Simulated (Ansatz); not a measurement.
Steps of a relaxation of C3H7ClSi, SMILES `CC(C)[Si]Cl` with RKS PBE0-D4/def2-TZVP.

```sh
$ ansatz run in.yaml --threads 4 --pin off --events-out ev --progress --plain --max-ram 10444MiB
```

```yaml
crystal:
  periodic: [false, false, false]
  atoms:
    - {symbol: C, position_ang: [-0.708300, 0.397021, 1.082654]}
    - {symbol: C, position_ang: [-0.115705, -0.595820, 0.071762]}
    - {symbol: C, position_ang: [1.277885, -0.169417, -0.425290]}
    - {symbol: Si, position_ang: [-1.275050, -0.946111, -1.440668]}
    - {symbol: Cl, position_ang: [-1.432930, 1.035617, -2.204325]}
    - {symbol: H, position_ang: [-0.828143, 1.399492, 0.623469]}
    - {symbol: H, position_ang: [-0.047106, 0.504573, 1.970406]}
    - {symbol: H, position_ang: [-1.704819, 0.077790, 1.455899]}
    - {symbol: H, position_ang: [-0.026372, -1.596764, 0.558724]}
    - {symbol: H, position_ang: [1.999726, -0.109055, 0.417599]}
    - {symbol: H, position_ang: [1.704820, -0.880344, -1.166401]}
    - {symbol: H, position_ang: [1.233095, 0.827918, -0.909529]}
basis:
  gaussian: {orbitals: def2-TZVP}
hamiltonian: {xc: pbe0, dispersion: d4}
relax: {f_tol: 0.005, max_steps: 150}
```

Positions (Å) and forces (eV/Å) along the path, 10 of 20 steps:

```xyz
12
step=1 energy=-23616.3239 eV
C    -0.708    0.397    1.083   -0.067    0.179    0.145
C    -0.116   -0.596    0.072   -0.077   -0.282   -0.034
C     1.278   -0.169   -0.425    0.203    0.109   -0.090
Si   -1.275   -0.946   -1.441    0.254    0.566    0.191
Cl   -1.433    1.036   -2.204    0.029   -0.461    0.171
H    -0.828    1.399    0.623    0.069   -0.482    0.231
H    -0.047    0.505    1.970   -0.303   -0.058   -0.449
H    -1.705    0.078    1.456    0.480    0.138   -0.197
H    -0.026   -1.597    0.559   -0.022    0.471   -0.200
H     2.000   -0.109    0.418   -0.363   -0.025   -0.386
H     1.705   -0.880   -1.166   -0.225    0.327    0.361
H     1.233    0.828   -0.910    0.024   -0.483    0.255
12
step=6 energy=-23616.3776 eV
C    -0.699    0.396    1.070    0.001    0.002    0.007
C    -0.120   -0.593    0.064    0.001    0.006   -0.002
C     1.266   -0.166   -0.421    0.003   -0.001   -0.003
Si   -1.254   -0.936   -1.429    0.006   -0.014    0.002
Cl   -1.442    1.009   -2.181   -0.003    0.013   -0.005
H    -0.802    1.388    0.626   -0.001   -0.001   -0.001
H    -0.045    0.487    1.943    0.000   -0.001   -0.001
H    -1.685    0.091    1.434   -0.004    0.001    0.001
H    -0.029   -1.576    0.549    0.001    0.000    0.001
H     1.967   -0.112    0.419    0.000   -0.002    0.000
H     1.691   -0.863   -1.150   -0.001   -0.002   -0.001
H     1.227    0.820   -0.889   -0.003    0.000    0.002
12
step=7 energy=-23616.3777 eV
C    -0.699    0.397    1.071    0.002    0.000    0.000
C    -0.121   -0.592    0.065   -0.007    0.004    0.004
C     1.266   -0.167   -0.420    0.002    0.000   -0.002
Si   -1.245   -0.938   -1.436    0.006   -0.021    0.003
Cl   -1.449    1.008   -2.179   -0.003    0.019   -0.004
H    -0.802    1.389    0.625   -0.001    0.002   -0.001
H    -0.044    0.488    1.943    0.001    0.000    0.001
H    -1.685    0.093    1.435   -0.001    0.000   -0.001
H    -0.029   -1.575    0.550   -0.001   -0.001    0.001
H     1.967   -0.116    0.419    0.003   -0.002    0.000
H     1.689   -0.863   -1.152    0.001   -0.001   -0.001
H     1.228    0.821   -0.886   -0.002    0.001   -0.001
12
step=8 energy=-23616.3702 eV rejected
C    -0.699    0.419    1.070   -0.023   -0.026   -0.102
C    -0.136   -0.583    0.074   -0.092   -0.165   -0.085
C     1.264   -0.183   -0.413   -0.015    0.034    0.024
Si   -1.085   -0.970   -1.545    0.024    0.465    0.155
Cl   -1.591    1.007   -2.112    0.057   -0.313    0.042
H    -0.789    1.407    0.614   -0.011    0.009    0.007
H    -0.039    0.510    1.940    0.005    0.008    0.010
H    -1.689    0.132    1.436    0.029   -0.014   -0.022
H    -0.046   -1.566    0.560   -0.013    0.011    0.008
H     1.968   -0.178    0.425    0.015   -0.007   -0.036
H     1.667   -0.871   -1.168    0.012    0.025    0.009
H     1.250    0.821   -0.846    0.012   -0.024   -0.011
12
step=9 energy=-23616.3780 eV
C    -0.700    0.401    1.071    0.003   -0.003    0.008
C    -0.125   -0.593    0.070    0.000    0.007    0.005
C     1.263   -0.170   -0.420    0.002   -0.005    0.006
Si   -1.210   -0.944   -1.456    0.004   -0.037    0.004
Cl   -1.464    1.008   -2.164   -0.009    0.027   -0.008
H    -0.800    1.390    0.619   -0.006    0.004    0.003
H    -0.044    0.497    1.943   -0.003    0.001   -0.003
H    -1.686    0.100    1.436    0.006    0.000   -0.003
H    -0.031   -1.575    0.557   -0.008    0.003   -0.006
H     1.970   -0.132    0.415    0.002   -0.003   -0.002
H     1.680   -0.860   -1.162    0.001    0.002    0.002
H     1.225    0.823   -0.874    0.007    0.003   -0.005
12
step=15 energy=-23616.3789 eV
C    -0.701    0.413    1.068    0.001    0.000    0.006
C    -0.131   -0.587    0.075    0.008   -0.015    0.003
C     1.265   -0.180   -0.415    0.006    0.002    0.001
Si   -1.122   -0.951   -1.508   -0.005    0.022   -0.003
Cl   -1.544    1.007   -2.124   -0.001   -0.014   -0.002
H    -0.805    1.400    0.611   -0.003    0.003   -0.002
H    -0.044    0.516    1.938   -0.001    0.002   -0.003
H    -1.686    0.113    1.435    0.000    0.000    0.000
H    -0.043   -1.570    0.562   -0.002   -0.003    0.001
H     1.976   -0.170    0.416   -0.002    0.000   -0.003
H     1.669   -0.865   -1.171   -0.004    0.003    0.003
H     1.243    0.820   -0.854    0.004    0.001    0.001
12
step=17 energy=-23616.3789 eV
C    -0.701    0.413    1.067    0.000   -0.001    0.000
C    -0.130   -0.588    0.075   -0.002    0.003   -0.001
C     1.266   -0.180   -0.414    0.000   -0.003    0.001
Si   -1.128   -0.949   -1.505    0.001    0.005   -0.001
Cl   -1.542    1.008   -2.127    0.001   -0.005    0.001
H    -0.809    1.398    0.608    0.000    0.000    0.000
H    -0.043    0.519    1.936    0.000    0.000    0.000
H    -1.685    0.110    1.437    0.001   -0.001    0.000
H    -0.044   -1.571    0.562    0.001    0.001    0.000
H     1.978   -0.172    0.417   -0.001    0.000    0.000
H     1.669   -0.864   -1.172    0.000    0.000    0.000
H     1.246    0.822   -0.851   -0.001    0.000    0.000
12
step=18 energy=-23616.3789 eV rejected
C    -0.701    0.414    1.068   -0.002    0.007   -0.009
C    -0.132   -0.586    0.075    0.014   -0.022    0.011
C     1.265   -0.182   -0.414   -0.005    0.016   -0.007
Si   -1.119   -0.949   -1.511   -0.002    0.002    0.001
Cl   -1.548    1.007   -2.127    0.001    0.000    0.001
H    -0.813    1.398    0.608   -0.002    0.002    0.003
H    -0.040    0.523    1.934    0.001   -0.001    0.000
H    -1.682    0.109    1.442    0.000    0.000   -0.001
H    -0.046   -1.569    0.561   -0.006   -0.004   -0.001
H     1.977   -0.177    0.418    0.001   -0.001    0.003
H     1.668   -0.864   -1.172   -0.004   -0.001    0.000
H     1.247    0.821   -0.848    0.005    0.001   -0.001
12
step=19 energy=-23616.3789 eV rejected
C    -0.701    0.413    1.068    0.002    0.002    0.003
C    -0.131   -0.588    0.076    0.006    0.004    0.011
C     1.265   -0.181   -0.414    0.003    0.002    0.001
Si   -1.124   -0.949   -1.506   -0.010   -0.010   -0.017
Cl   -1.542    1.007   -2.128    0.000    0.003    0.001
H    -0.812    1.398    0.608    0.000    0.000    0.000
H    -0.042    0.521    1.935   -0.001    0.000    0.000
H    -1.684    0.109    1.439    0.000    0.000    0.001
H    -0.044   -1.570    0.562    0.000   -0.003    0.001
H     1.978   -0.176    0.416    0.001    0.000    0.000
H     1.667   -0.863   -1.174    0.000   -0.001    0.000
H     1.246    0.822   -0.848    0.000    0.001    0.000
12
step=20 energy=-23616.3789 eV
C    -0.701    0.413    1.068    0.000    0.000   -0.001
C    -0.130   -0.588    0.075    0.000    0.000    0.001
C     1.266   -0.181   -0.414    0.000    0.000    0.000
Si   -1.127   -0.949   -1.506    0.000    0.001   -0.001
Cl   -1.542    1.007   -2.127    0.000   -0.001    0.000
H    -0.811    1.398    0.608    0.000    0.000    0.000
H    -0.042    0.520    1.936    0.000    0.000    0.000
H    -1.684    0.109    1.438    0.000    0.000    0.000
H    -0.044   -1.570    0.562    0.000    0.000    0.000
H     1.978   -0.173    0.417    0.000    0.000    0.000
H     1.669   -0.864   -1.172    0.000    0.000    0.000
H     1.246    0.822   -0.850    0.000    0.000    0.000
```

Hardware: 4 threads of an Arm Neoverse V1 on a shared host. Wall time 81 s, peak host memory 0.61 GiB.
